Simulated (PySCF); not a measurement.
**Dipole response of Re(2+) (rhenium, charge +2)**

[Xe] 4f14 5d5, high-spin 6S determinant. Calculation: PySCF 2.14, in aug-cc-pVTZ-PP with one added diffuse shell each of s, p, d, f, g type with ECP60MDF (7s7p6d4f3g, 113 functions); scalar relativity through the core potential. Coupled (time-dependent) response in atomic units; α is the mean over directions.

```json
{"method": "PBE0", "mean α (bohr³)": "11.87", "C₆ (like pair)": "73.14", "S(−4)": "47.89"}
```

S(−4) is the Cauchy moment in α(ω) = α(0) + S(−4) ω² + …

α(iu) at PBE0:

```tsv
u (hartree)	α(iu) (bohr³)
0	11.87
0.0500	11.75
0.100	11.42
0.200	10.37
0.300	9.174
0.500	7.160
0.750	5.425
1.00	4.249
1.50	2.794
2.00	1.962
3.00	1.101
5.00	0.4737
```

A single London oscillator, α(iu) = α/(1 + u²/ω²), gives C₆ = (3/4) ω α². Matching the computed C₆ needs ω = 4 × 73.14 / (3 × 11.87²) = 0.692 hartree.

For an ion, C₆ is the dispersion term alone; charge-induced terms of lower order in 1/R come first.

Energies and moments cover only the electrons outside the core potential. Spin-orbit coupling, which splits the p, d and f shells strongly at this Z, is absent.
